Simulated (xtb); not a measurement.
C4H7FSi, SMILES C=C/C=C\[SiH2]F. All values are semi-empirical tight-binding results from xtb (GFN2-xTB unless named), good for trends rather than for accurate numbers. Geometry optimised at GFN2-xTB. The structure was generated by enumeration; whether it is a known compound was not checked. The values are those of a single conformer.

Optimised geometry:

Bond lengths (Å): C1–C2 1.330, C1–H7 1.078, C1–H8 1.076, C2–C3 1.443, C2–H9 1.082, C3–C4 1.337, C3–H10 1.085, C4–Si5 1.874, C4–H11 1.084, Si5–F6 1.614, Si5–H12 1.458, Si5–H13 1.458. Bond angles (°): C2–C1–H7 121.5, C2–C1–H8 122.1, H7–C1–H8 116.4, C1–C2–C3 123.5, C1–C2–H9 120.5, C3–C2–H9 116.1, C2–C3–C4 124.4, C2–C3–H10 115.3, C4–C3–H10 120.2, C3–C4–Si5 126.6, C3–C4–H11 117.5, Si5–C4–H11 115.8, C4–Si5–F6 105.0, C4–Si5–H12 114.0, C4–Si5–H13 114.0, F6–Si5–H12 104.4, F6–Si5–H13 104.4, H12–Si5–H13 113.5.
Charge 0, spin multiplicity 1.

Computed properties:
The point group as xtb finds it comes out as Cs and the orbital gap is 3.39 eV. The dipole moment comes out as 2.26 D. The zero-point energy comes out as 58.1 kcal/mol. The G − E(el) at 298.15 K (modified RRHO) comes out as 37.8 kcal/mol and the static polarisability (D4 model) is 78.9 bohr³. The solvation energy, GFN2-xTB/ALPB(water) is -0.7 kcal/mol and the solvation energy, GFN2-xTB/ALPB(ch2cl2) comes out as -4.2 kcal/mol.

### Question
Give the atomic charges and the Wiberg bond orders between heavy atoms. (The exact figures need the calculation; the answer reports its results.)

### Answer
charges (e) C1 -0.08, C2 -0.03, C3 -0.03, C4 -0.14, Si5 0.53, F6 -0.29, H7 0.05, H8 0.04, H9 0.03, H10 0.04, H11 0.04, H12 -0.08, H13 -0.08. Bond orders C1–C2 1.87, C2–C3 1.13, C3–C4 1.84, C4–Si5 0.92, Si5–F6 1.07.
